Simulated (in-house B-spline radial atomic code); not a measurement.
Dy is squeezed into an impenetrable sphere of radius R (the orbitals vanish at R). Level of theory: Dirac-Hartree-Fock, average of configuration, Fermi nucleus of rms radius 5.2218 fm; calculated with a radial B-spline atomic code at the basis-set limit.

Energies in eV above the free atom in [Xe] 4f10 6s2:

```csv
R (bohr),highest level (eV),[Xe] 4f10 6s2,[Kr] 4d10 4f10 5s2 5p5 6s2 6d1,[Kr] 4d10 4f10 5s2 5p5 6s2 6f1
9.34,-4.86,0.2245,31.25,39.74
5.58,-1.44,5.538,46.48,66.35
5.37,-0.785,6.692,49.16,70.25
4.21,6.71,20.9,78.21,108.4
3.39,22.8,55.86,137.8,178.1
2.9,45.8,113.3,224,272.4
2.7,61.4,156.3,284.5,336.6
2.35,105,289.4,462.1,520.7
1.73,306,1066,1407,1469
1.41,590,2443,2975,3020
```

(1) Does [Kr] 4d10 4f10 5s2 5p5 6s2 6d1 fall below [Xe] 4f10 6s2 under compression?

(2) Does [Kr] 4d10 4f10 5s2 5p5 6s2 6f1 fall below [Xe] 4f10 6s2 under compression?

The highest level is first positive in the row R = 4.21 bohr, pushed up by confinement above the zero of the free ion's potential. Each configuration is held fixed and needn't be the lowest in the sphere.

Results:

(1) No, it stays above over the whole range.

(2) No, it stays above over the whole range.
